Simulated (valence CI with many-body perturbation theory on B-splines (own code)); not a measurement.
## E1 line list for Si X

Method: configuration interaction combined with many-body perturbation theory (CI+MBPT): three valence electrons over a frozen Dirac-Fock core [He], a basis of 11 s, 11 p, 9 d, 7 f, 5 g, 2 h, 1 i functions for each j, with the one-electron correlation potential Σ1, the two-electron term Σ2, the three-electron term Σ3, Breit, model QED; selected CI, second order for the rest, scaled by the run's own slope (own B-spline code, finite nucleus).

No measured levels were compared; by estimate levels of excited configurations hold to 0.05 to 0.15 % of their energy, terms of the ground configuration to about 0.5 %.

Lines 51 to 100 of 261 in falling wavelength, among levels below 288.57 eV, chosen from the strongest by gf and those to the six lowest levels. Wavelengths and rates use the calculated energies, so an error of 300 cm⁻¹ moves a line at 1080 Å by 0.32 % and its rate by three times that or more. Electric multipoles are in the length gauge, E1 and E2 with the static RPA response of the core. Weak lines are less certain than strong ones. Lines between different terms over intervals too small for the method are left out, as are lines whose strength nearly cancels. The highest levels of a list are the least certain.

Names give the largest LS component (configuration and term), which can be under half, so a name can repeat, a term be missing and a line seem to break the LS rules; names also repeat where a configuration has a term twice. Letters in brackets count levels of one name in rising energy.

| λ vac (Å) | Upper | Lower | A (s⁻¹) | S (a.u.) with core polarisation | S without |
| --- | --- | --- | --- | --- | --- |
| 1080 | 2s2p3p ⁴S_3/2 | 2s2p3s ⁴P°_1/2 | 1.56e+08 | 3.87e-01 | 3.88e-01 |
| 1055 | 2s2p3p ²S_1/2 [b] | 2s2p3s ²P°_3/2 [b] | 3.34e+08 | 3.87e-01 | 3.87e-01 |
| 1035 | 2s2p3p ²S_1/2 [a] | 2s2p3s ²P°_3/2 [a] | 5.39e+08 | 5.90e-01 | 5.90e-01 |
| 1021 | 2s2p3p ⁴P_3/2 | 2s2p3s ⁴P°_5/2 | 4.97e+08 | 1.04e+00 | 1.04e+00 |
| 1000 | 2s2p3p ⁴P_5/2 | 2s2p3s ⁴P°_5/2 | 6.37e+08 | 1.89e+00 | 1.89e+00 |
| 997.9 | 2s2p3p ⁴P_1/2 | 2s2p3s ⁴P°_3/2 | 7.40e+08 | 7.26e-01 | 7.26e-01 |
| 959.0 | 2s2p3p ⁴P_5/2 | 2s2p3s ⁴P°_3/2 | 2.50e+08 | 6.53e-01 | 6.53e-01 |
| 956.4 | 2s2p3p ⁴P_3/2 | 2s2p3s ⁴P°_1/2 | 2.93e+08 | 5.05e-01 | 5.05e-01 |
| 771.1 | 2s2p3d ²P°_3/2 [a] | 2s2p3p ⁴D_3/2 | 2.62e+08 | 2.38e-01 | 2.38e-01 |
| 753.7 | 2s2p3d ²P°_3/2 [a] | 2s2p3p ²P_3/2 [a] | 3.40e+08 | 2.88e-01 | 2.88e-01 |
| 625.3 | 2s2p² ⁴P_5/2 | 2s²2p ²P°_3/2 | 2.45e+05 | 1.78e-04 | 1.79e-04 |
| 551.6 | 2p³ ²D°_5/2 | 2s2p² ²P_3/2 | 1.04e+09 | 5.16e-01 | 5.19e-01 |
| 539.8 | 2p³ ²D°_3/2 | 2s2p² ²P_1/2 | 9.65e+08 | 3.00e-01 | 3.02e-01 |
| 497.7 | 2s2p3p ²D_5/2 [b] | 2s2p3s ²P°_3/2 [a] | 5.09e+08 | 1.86e-01 | 1.86e-01 |
| 486.3 | 2s2p3p ²D_5/2 [a] | 2s²3p ²P°_3/2 | 4.45e+08 | 1.52e-01 | 1.52e-01 |
| 394.7 | 2p³ ²P°_3/2 | 2s2p² ²P_3/2 | 3.88e+09 | 4.72e-01 | 4.74e-01 |
| 389.6 | 2p³ ²P°_1/2 | 2s2p² ²P_1/2 | 3.57e+09 | 2.09e-01 | 2.10e-01 |
| 357.5 | 2p³ ²P°_3/2 | 2s2p² ²S_1/2 | 1.67e+09 | 1.51e-01 | 1.52e-01 |
| 356.0 | 2s2p² ²D_3/2 | 2s²2p ²P°_3/2 | 2.69e+08 | 2.40e-02 | 2.41e-02 |
| 355.9 | 2s2p² ²D_5/2 | 2s²2p ²P°_3/2 | 2.04e+09 | 2.72e-01 | 2.74e-01 |
| 348.1 | 2p²3s ²P_1/2 | 2s2p3s ²P°_3/2 [a] | 2.82e+09 | 1.17e-01 | 1.18e-01 |
| 347.7 | 2p³ ²D°_3/2 | 2s2p² ²D_3/2 | 3.69e+09 | 3.06e-01 | 3.08e-01 |
| 347.7 | 2p³ ²D°_5/2 | 2s2p² ²D_5/2 | 4.11e+09 | 5.11e-01 | 5.14e-01 |
| 347.7 | 2p³ ²D°_5/2 | 2s2p² ²D_3/2 | 3.64e+08 | 4.53e-02 | 4.56e-02 |
| 347.3 | 2s2p² ²D_3/2 | 2s²2p ²P°_1/2 | 1.93e+09 | 1.59e-01 | 1.60e-01 |
| 347.3 | 2p²3s ⁴P_3/2 | 2s2p3s ⁴P°_5/2 | 2.47e+09 | 2.04e-01 | 2.05e-01 |
| 345.2 | 2p²3s ⁴P_1/2 | 2s2p3s ⁴P°_3/2 | 4.67e+09 | 1.90e-01 | 1.91e-01 |
| 343.1 | 2p²3s ²P_3/2 | 2s2p3s ²P°_3/2 [a] | 6.95e+09 | 5.54e-01 | 5.57e-01 |
| 342.8 | 2p²3s ⁴P_5/2 | 2s2p3s ⁴P°_5/2 | 3.99e+09 | 4.76e-01 | 4.79e-01 |
| 342.5 | 2p²3s ²P_1/2 | 2s2p3s ²P°_1/2 [a] | 5.83e+09 | 2.31e-01 | 2.32e-01 |
| 339.5 | 2p²3s ⁴P_3/2 | 2s2p3s ⁴P°_1/2 | 2.46e+09 | 1.90e-01 | 1.91e-01 |
| 337.9 | 2p²3s ⁴P_5/2 | 2s2p3s ⁴P°_3/2 | 1.79e+09 | 2.05e-01 | 2.06e-01 |
| 337.7 | 2p²3s ²P_3/2 | 2s2p3s ²P°_1/2 [a] | 1.57e+09 | 1.20e-01 | 1.20e-01 |
| 312.4 | 2s2p3d ²F°_7/2 [b] | 2s²3d ²D_5/2 | 2.12e+09 | 2.56e-01 | 2.59e-01 |
| 311.8 | 2s2p3d ²F°_5/2 [b] | 2s²3d ²D_3/2 | 2.00e+09 | 1.79e-01 | 1.81e-01 |
| 301.7 | 2s2p3d ²D°_3/2 [b] | 2s²3d ²D_3/2 | 6.44e+09 | 3.49e-01 | 3.51e-01 |
| 301.5 | 2s2p3d ²D°_5/2 [b] | 2s²3d ²D_5/2 | 6.71e+09 | 5.45e-01 | 5.48e-01 |
| 300.9 | 2s2p3p ²D_5/2 [b] | 2s²3p ²P°_3/2 | 4.98e+09 | 4.02e-01 | 4.05e-01 |
| 299.9 | 2s2p3p ²D_3/2 [b] | 2s²3p ²P°_1/2 | 5.30e+09 | 2.82e-01 | 2.84e-01 |
| 299.8 | 2s2p3p ²P_3/2 [b] | 2s²3p ²P°_3/2 | 7.05e+09 | 3.75e-01 | 3.77e-01 |
| 299.5 | 2s2p3p ²P_1/2 [b] | 2s²3p ²P°_1/2 | 5.47e+09 | 1.45e-01 | 1.46e-01 |
| 297.4 | 2s2p3s ²P°_1/2 [b] | 2s²3s ²S_1/2 | 7.17e+09 | 1.86e-01 | 1.87e-01 |
| 297.1 | 2s2p3s ²P°_3/2 [b] | 2s²3s ²S_1/2 | 7.00e+09 | 3.62e-01 | 3.65e-01 |
| 292.1 | 2p³ ⁴S°_3/2 | 2s2p² ⁴P_5/2 | 7.66e+09 | 3.77e-01 | 3.79e-01 |
| 290.6 | 2s2p3d ²P°_1/2 [b] | 2s²3d ²D_3/2 | 9.32e+09 | 2.26e-01 | 2.27e-01 |
| 290.6 | 2s2p3d ²P°_3/2 [b] | 2s²3d ²D_5/2 | 8.37e+09 | 4.06e-01 | 4.08e-01 |
| 289.1 | 2p³ ⁴S°_3/2 | 2s2p² ⁴P_3/2 | 5.28e+09 | 2.52e-01 | 2.53e-01 |
| 287.0 | 2p³ ⁴S°_3/2 | 2s2p² ⁴P_1/2 | 2.70e+09 | 1.26e-01 | 1.27e-01 |
| 286.6 | 2s2p3p ²S_1/2 [b] | 2s²3p ²P°_3/2 | 6.56e+09 | 1.52e-01 | 1.53e-01 |
| 278.6 | 2p³ ²P°_1/2 | 2s2p² ²D_3/2 | 7.54e+09 | 1.61e-01 | 1.62e-01 |
